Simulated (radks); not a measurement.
The numbers below are computed, except where a source is named.
Q: The mean radii <r> (bohr) of the occupied orbitals of an atom or ion are listed with their occupations. Code: a radial shooting solver on a logarithmic mesh with Libxc functionals. Model: Dirac Kohn-Sham, PBE, spin-unpolarised, spherical densities, finite nucleus; Fermi nuclear charge, rms radius of each element as measured or else 0.836 A^(1/3) + 0.57 fm.

orbital  occ.      <r>
1s1/2       2  0.02842
2s1/2       2   0.1222
2p1/2       2   0.1033
2p3/2       4   0.1087
3s1/2       2   0.3302
3p1/2       2   0.3208
3p3/2       4   0.3321
3d3/2       4   0.3033
3d5/2       6   0.3069
4s1/2       2   0.7901
4p1/2       2   0.8309
4p3/2       4   0.8595
4d3/2       4    1.004
4d5/2       6    1.016
5s1/2       1    1.952

Name the element and its charge. Open shells, if any, fill j = l - 1/2 first.

A: Z = 51, antimony, charge +4: Sb4+ in [Kr] 4d10 5s1. The 1s radius gives Z: for a bare nucleus <r> = (2 gamma + 1)/(2Z) with gamma = sqrt(1 - (Z/c)^2), 0.028 bohr for Z = 51, and screening makes it slightly larger (0.02842 here). The occupations add up to 47, and the charge is Z minus that.
